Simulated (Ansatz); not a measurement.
Geometry optimisation, RKS LDA/def2-SVP in Ansatz 0.2.0.

The input (input.yaml):

```yaml
crystal:
  periodic: [false, false, false]
  atoms:
    - { symbol: Si, position_ang: [-2.3189, 0.6299, 0.6352] }
    - { symbol: Si, position_ang: [-0.4902, -0.2857, -0.104] }
    - { symbol: O, position_ang: [0.8152, 0.7212, 0.2875] }
    - { symbol: Sn, position_ang: [2.5124, -0.2273, -0.3975] }
    - { symbol: H, position_ang: [-2.5213, 1.9827, -0.0332] }
    - { symbol: H, position_ang: [-2.2973, 0.8582, 2.0812] }
    - { symbol: H, position_ang: [-3.4876, -0.1764, 0.2841] }
    - { symbol: H, position_ang: [0.40128, 1.6084, 0.43461] }
    - { symbol: H, position_ang: [-0.3385, -1.5807, 0.5834] }
    - { symbol: H, position_ang: [3.8803, 0.6941, -0.0164] }
    - { symbol: H, position_ang: [2.5467, -1.8079, 0.3928] }
    - { symbol: H, position_ang: [2.3068, -0.4339, -2.1094] }
basis:
  gaussian: { orbitals: def2-SVP }
hamiltonian:
  xc: lda
relax:
  f_tol: 0.02
  max_steps: 50
```

Launched with:

```bash
$ ansatz run input.yaml --threads 2 --pin off --max-ram 3072MiB --backend cpu --events-out ev --progress --plain --runs-dir out
```

Where does it end, and by what steps?

It converged. The force dipped under the threshold on the way, but the program's further checks kept it going. After 29 steps the energy has fallen by 3.333 eV; H10 moved furthest, 2.05 Å. Parted: O3–Sn4.

| step | energy less start (eV) | largest force component (eV/Å) | accepted |
| --- | --- | --- | --- |
| 0 | 0.0000 | 3.387 | yes |
| 2 | -1.2091 | 0.973 | yes |
| 4 | -1.4578 | 0.686 | yes |
| 6 | -1.9659 | 1.342 | yes |
| 8 | -2.6944 | 1.410 | yes |
| 10 | -3.1063 | 0.704 | yes |
| 12 | -3.2431 | 0.158 | yes |
| 14 | -3.2987 | 0.207 | yes |
| 16 | -3.3228 | 0.126 | yes |
| 18 | -3.3276 | 0.187 | yes |
| 20 | -3.3312 | 0.019 | yes |
| 22 | -3.3317 | 0.027 | yes |
| 24 | -3.3323 | 0.040 | yes |
| 26 | -3.3327 | 0.034 | yes |
| 28 | -3.3329 | 0.023 | yes |
| 29 | -3.3330 | 0.010 | yes |

```xyz
12
Properties=species:S:1:pos:R:3
Si -1.878 0.765 0.189
Si 0.062 -0.261 0.992
O 0.724 0.550 2.300
Sn 1.759 -0.462 -0.917
H -1.554 2.158 -0.293
H -2.951 0.871 1.244
H -2.417 -0.021 -0.980
H 0.994 1.472 2.134
H -0.271 -1.634 1.509
H 2.355 1.103 -1.324
H 3.114 -1.423 -0.472
H 1.070 -1.135 -2.342
```

Whether the end is a true minimum wasn't checked by a vibrational analysis.

The run took 56 s on 2 threads of Intel(R) Xeon(R) Platinum 8259CL CPU @ 2.50GHz (Skylake/Cascade Lake), on a shared host, peak memory 0.32 GiB.
